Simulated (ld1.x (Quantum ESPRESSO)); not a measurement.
# Hg, RRKJ: configuration errors across variants

| Item | Value |
| --- | --- |
| Element | Hg (Z = 80) |
| Generator | ld1.x (Quantum ESPRESSO) 7.5 |
| Type | norm-conserving RRKJ (Kleinman–Bylander form) |
| Functional | LDA (PZ) |
| Relativity | non-relativistic |
| Frozen core | [Xe] 4f14 |
| Valence charge | 12 |
| Reference configuration | 5d10 6s1.5 6p0.5 |
| Partial waves | 6s (bound): rc 2.20 bohr; 6p (bound): rc 2.55 bohr; 5d (bound): rc 1.35 bohr |
| Local potential | the d channel |
| Core correction | a·sin(br)/r model core inside 1.00 bohr |
| rho0 | 0.02 |

All-electron excitation energies from the reference (eV): (1) 5d10 6s2 6p0 -2.078; (2) 5d10 6s1 6p0 6.941; (3) 5d10 6s0 6p0 23.325; (4) 5d9 6s0 6p0 60.057; (5) 5d9 6s2 6p0 15.970; (6) 5d10 6s1.5 6p0.5 spin -0.111; (7) 5d10 6s1 6p0 spin 6.771.

Spin tests fill each open shell by Hund’s rule, majority spin first.

Tests that are not counted but printed errors over 1 eV. “base”: 5d9 6s2 6p1 (solver errors, printed error -2.8 eV); 5d10 6s0 6p2 (solver errors, printed error -10.9 eV). “wave 5d (bound): rc 1.35 bohr becomes 5d (bound): rc 1.40 bohr”: 5d9 6s2 6p1 (solver errors, printed error -2.8 eV); 5d10 6s0 6p2 (solver errors, printed error -10.9 eV). “core correction a·sin(br)/r model core inside 1.60 bohr”: 5d9 6s2 6p1 (solver errors, printed error -2.8 eV); 5d10 6s0 6p2 (solver errors, printed error -10.9 eV). “wave 6p (bound): rc 2.55 bohr becomes 6p (bound): rc 3.46 bohr”: 5d9 6s2 6p1 (solver errors, printed error -2.8 eV).

3 further variants failed, have other tests or too few solved ones, and are left out.

A true bound ghost makes a file unfit for plane-wave use even where its test errors are small: the radial tests pick states by their node count and pass the ghost by. Where a test does run into it, the solver fails or the error is huge.

Errors AE − PS in meV (a dash: test not solved or not reliable):

```tsv
change	(1)	(2)	(3)	(4)	(5)	(6)	(7)	bound ghosts
base	-0.2	-2.2	-18	-36	-69	+0.6	-1.8	s, p
wave 5d (bound): rc 1.35 bohr becomes 5d (bound): rc 1.40 bohr	-0.2	-2.2	-18	-36	-67	+0.6	-1.8	s, p
core correction a·sin(br)/r model core inside 1.60 bohr	-0.2	-2.1	-16	-33	-62	+0.6	-1.4	s, p
wave 6p (bound): rc 2.55 bohr becomes 6p (bound): rc 3.46 bohr	-0.4	-1.7	-16	-32	-68	+0.7	-1.3	s, p
```

(1) Give the same row for: local potential all-electron potential smoothed inside 1.70 bohr (lloc = -1).

Answers

(1) -0.2, -2.2, -17, -40, -69, +0.6, -1.8; bound ghosts: s, p. Not counted: 5d9 6s2 6p1 (solver errors, printed error -2.8 eV); 5d10 6s0 6p2 (solver errors, printed error -10.9 eV).
